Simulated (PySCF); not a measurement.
Compound: C2H2N2Si.
SMILES with atom numbers: `[N:1]#[C:2][SiH2:3][C:4]#[N:5]` (hydrogens: H6, H7 on Si3)

A GFN2-xTB structure was refined with PySCF 2.14.0, PBE0-D3(BJ)/def2-SVP geometry optimisation, gas phase. Its GFN2-xTB values:

| coordinate | GFN2-xTB |
| --- | --- |
| N1≡C2 | 1.145 Å |
| C2–Si3 | 1.868 Å |
| Si3–H6 | 1.461 Å |
| Si3–H7 | 1.460 Å |
| N1–C2–Si3 | 178.8° |
| C2–Si3–C4 | 103.6° |

Problem. How do these coordinates change at the PBE0-D3(BJ)/def2-SVP level?

Solution. 
```json
{"coordinate": "Si3–H7", "PBE0-D3(BJ)/def2-SVP (Å or °)": "1.482", "change": "+0.022"}
{"coordinate": "Si3–H6", "PBE0-D3(BJ)/def2-SVP (Å or °)": "1.482", "change": "+0.021"}
{"coordinate": "C2–Si3", "PBE0-D3(BJ)/def2-SVP (Å or °)": "1.850", "change": "-0.018"}
{"coordinate": "N1≡C2", "PBE0-D3(BJ)/def2-SVP (Å or °)": "1.159", "change": "+0.014"}
{"coordinate": "C2–Si3–C4", "PBE0-D3(BJ)/def2-SVP (Å or °)": "107.0", "change": "+3.4"}
{"coordinate": "N1–C2–Si3", "PBE0-D3(BJ)/def2-SVP (Å or °)": "179.0", "change": "+0.2"}
```

The energy falls by 0.053 eV over 4 energy and gradient evaluations, the largest force component goes from 0.0322 to 2.7e-04 Eh/bohr, and the atoms move by 0.036 Å rms after alignment. Among the bonds, Si3–H6 and Si3–H7 change most and about equally (+0.021 to +0.022 Å). Bonds longer at the end by more than 0.005 Å: 4 of 6; shorter: 2. Rotational constants go from 8754, 2366, 1907 to 9341, 2282, 1876 MHz.

The run used 84 basis functions and 27 SCF cycles in all.

Whether it is a minimum is left open (no frequencies).
